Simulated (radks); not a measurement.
Values are calculated unless marked as measured or tabulated.
Ionisation of Cl, [Ne] 3s2 3p5, to Cl+, [Ne] 3s2 3p4, under several functionals. Scalar-relativistic Kohn-Sham, spin-polarised, spherical densities, point nucleus; open shells are filled with parallel spins first; a radial shooting solver on a logarithmic mesh with Libxc functionals.

functional                                      E(Cl) (hartree)  Exc (hartree)  IE (eV)  -e(HOMO) (eV)  <r> HOMO (bohr)  IE error (eV)
exchange-only B88                                    -460.94167      -27.56531   11.916          7.098            1.883         -1.051
PBEsol                                               -460.74872      -27.36810   13.023          8.095            1.858         +0.055
revPBE                                               -461.54861      -28.19418   13.003          8.077            1.859         +0.036
LDA (Slater exchange, VWN5 correlation)              -460.13033      -26.72864   13.234          8.275            1.861         +0.266
BLYP                                                 -461.63719      -28.27859   12.948          8.003            1.868         -0.020
Wu-Cohen GGA                                         -461.16280      -27.79801   13.036          8.100            1.855         +0.069
XLYP                                                 -461.77564      -28.42033   12.982          8.038            1.870         +0.014
B86b exchange with PBE correlation                   -461.61170      -28.25759   13.073          8.140            1.858         +0.105
HCTH/407                                             -461.69162      -28.37549   13.129          8.249            1.864         +0.162
LDA (Slater exchange, Perdew-Wang correlation)       -460.12438      -26.72235   13.236          8.276            1.861         +0.269

NIST Atomic Spectra Database: 12.968 eV (measured). Closest: XLYP. The Delta-SCF values span 1.32 eV, the total energies 1.65 hartree. The highest occupied level is 3p. Open shells are spherical and high-spin; term and fine-structure splittings are not resolved.
